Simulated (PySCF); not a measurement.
C3H5N2, SMILES c1[nH+]cc[nH]1, charge +1. Heavy atoms are numbered as in [cH:1]1[cH:2][nH+:3][cH:4][nH:5]1. Hydrogens are named by the atom that carries them.

The structure is a stationary point at r2SCAN-D4/def2-SVP. The isomer is the one that the SMILES or the coordinates give; other isomers of the formula were not compared.

Level of theory: M06-2X/def2-TZVP (PySCF).

ESP charges are fitted to the potential on shells at 1.4 to 2.0 van der Waals radii. Atomic charges (e), one atom of each kind:

```csv
atom,ESP fit,Löwdin,IAO
C1 (CH),-0.13,-0.15,-0.06
N3 (NH),-0.08,(withheld),-0.18
C4 (CH),-0.05,(withheld),0.11
H on C1,0.25,0.17,0.22
H on N3,0.36,(withheld),0.35
H on C4,0.25,0.17,0.23
```

**Question.** Some entries are withheld; supply them. (Estimate from the structure and the level; the computed values follow.)

**Answer.** 
- N3 (NH), Löwdin: 0.24
- C4 (CH), Löwdin: -0.16
- H on N3, Löwdin: 0.23

**Question.** Give the Mayer and Wiberg (Löwdin basis) orders of the bonds. (An estimate is asked for; the answer gives what the named calculation found.)

**Answer.** 
| bond | Mayer | Wiberg |
|---|---|---|
| C1–C2 | 1.70 | 1.78 |
| C2–N3 | 1.15 | 1.43 |
| N3–C4 | 1.38 | 1.65 |
| C1–N5 | 1.15 | 1.43 |
| C4–N5 | 1.38 | 1.65 |
